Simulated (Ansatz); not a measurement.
The cluster Na3I4⁻ (the lowest singlet isomer of a short search). The state is a singlet with charge -1. Geometry r2SCAN-D4/def2-SVPD, basis def2-TZVPD, Ansatz.

```csv
atom,x (Å),y (Å),z (Å)
Na1,0.562,-1.775,-0.984
Na2,1.152,0.702,1.619
Na3,-1.451,1.256,-0.868
I4,-2.233,-1.405,-2.030
I5,-1.339,2.358,1.928
I6,1.720,-2.247,1.751
I7,1.590,1.110,-1.415
```

```csv
run,HOMO (eV),LUMO (eV)
A,-4.53,1.93
B,-2.55,1.24
C,-6.14,2.32
D,-3.62,1.69
E,-2.82,1.70
```

In the def2 sets I takes a core potential; there is no spin–orbit coupling. LC-ωPBE has ω = 0.4 bohr⁻¹. The structure comes from a short search, and lower isomers may exist.

Question: The runs used BHLYP, LC-ωPBE, PBE, PBE0, r2SCAN. Estimate which is which.

Answer: A BHLYP (50 % exact exchange); B PBE (0 % exact exchange); C LC-ωPBE (range-separated); D PBE0 (25 % exact exchange); E r2SCAN (0 % exact exchange). Exact exchange lowers occupied and raises empty levels; among semilocal functionals meta-GGAs tend to open the gap a little, and such runs are hard to tell apart. The gap grows from 3.79 eV (PBE) to 8.46 eV (LC-ωPBE).
